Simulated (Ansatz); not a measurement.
Abridged output of a molecular run in Ansatz:

```
Functional definition: HF
894 factors; integrals over basis functions are off by at most 1.1e-3 eV
mean field evaluation 1: about -13166.1751 eV, gradient 3.4e1 eV
mean field evaluation 2: about -13166.2253 eV, gradient 3.4e1 eV
mean field evaluation 4: about -13168.8930 eV, gradient 3.1e0 eV
mean field evaluation 8: about -13168.9258 eV, gradient 1.6e-1 eV
mean field -13168.92590002 eV, -483.9491006070 hartree, gradient 1.1e-6 eV, S^2 0.000000; 0 other end points of the search recorded, 0 dependent functions left out
8 core orbitals not correlated: weight in the atoms' cores, before any rotation towards them, 1.000 or more for the frozen orbitals, at most 0.000 for the correlated occupied ones
reference -13168.92590002 eV, -483.9491006070 hartree; 13, 13 occupied and 69, 69 virtual orbitals, 894 factors
second order -16.16934765 eV of doubles, -0.00000000 eV of singles
cycle   1  -16.89488460 eV  change   -7.3e-1 eV  update   8.5e-2
cycle   2  -17.30867290 eV  change   -4.1e-1 eV  update   2.5e-2
cycle   3  -17.39835471 eV  change   -9.0e-2 eV  update   1.2e-2
cycle   4  -17.39638698 eV  change    2.0e-3 eV  update   2.6e-3
cycle   5  -17.39565459 eV  change    7.3e-4 eV  update   1.0e-3
cycle   6  -17.39576779 eV  change   -1.1e-4 eV  update   3.0e-4
cycle   7  -17.39564643 eV  change    1.2e-4 eV  update   1.0e-4
cycle   8  -17.39560501 eV  change    4.1e-5 eV  update   3.5e-5
cycle   9  -17.39560710 eV  change   -2.1e-6 eV  update   1.4e-5
perturbative correction -0.38439375 eV, -0.0141262097 hartree
Total energy: -13186.70590087 eV, -484.6025035866 hartree
```

Its atoms:

Cartesian coordinates in Å:
```
N -0.236 -1.422 0.732
Si 0.668 -0.029 0.295
C -0.371 0.960 -0.936
F -1.585 1.306 -0.335
H 0.218 -2.190 1.199
H -1.176 -1.300 1.075
H 1.028 0.891 1.414
H 1.926 -0.474 -0.362
H 0.127 1.884 -1.249
H -0.598 0.373 -1.832
```

**Question.** Which basis set was used?
A. def2-QZVPP
B. def2-SVP
C. cc-pV(T+d)Z
D. def2-TZVPP

**Answer.** B. It gives 90 functions.

**Question.** Write the keys of the input that set method, charge and spin (a neutral closed shell needs none for the last two).

**Answer.** 
```yaml
correlation: {method: ccsd_t}
```
